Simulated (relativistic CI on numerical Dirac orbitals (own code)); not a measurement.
**d1 to d9 in one tetrahedral field**

Computed with a parametric ligand-field model without spin-orbit coupling, by exact diagonalisation: B = 570, C = 2440, 10Dq = -3800 cm⁻¹ (Td; |10Dq|/B = 6.7) for every shell. Energies in cm⁻¹; the field energy is (0.6 n_e − 0.4 n_t2) × 10Dq of the ground term; g labels are left out.

| Shell | Ground term | Electrons in e | Field energy | First spin-allowed bands | Lowest term of other spin |
| --- | --- | --- | --- | --- | --- |
| d1 | 2E | 1.000 | -2280 | 2T2 3800 |  |
| d2 | 3A2 | 2.000 | -4560 | 3T2 3800, 3T1 6491 | 1E 8988 |
| d3 | 4T1 | 1.897 | -2648 | 4T2 3249, 4A2 7049 | 2E 7569 |
| d4 | 5T2 | 2.000 | -1520 | 5E 3800 | 3T1 9588 |
| d5 | 6A1 | 2.000 | 0 | none | 4T1 15587 |
| d6 | 5E | 3.000 | -2280 | 5T2 3800 | 3T1 9941 |
| d7 | 4A2 | 4.000 | -4560 | 4T2 3800, 4T1 6491 | 2E 10954 |
| d8 | 3T1 | 3.897 | -2648 | 3T2 3249, 3A2 7049 | 1T2 8523 |
| d9 | 2T2 | 4.000 | -1520 | 2E 3800 |  |

Every shell keeps the spin of the free ion. Tetrahedral fields of 3d complexes are almost always too weak to pair spins. High-spin d^(n+5) repeats the spin-allowed bands of d^n, since the half-filled shell is spherical.
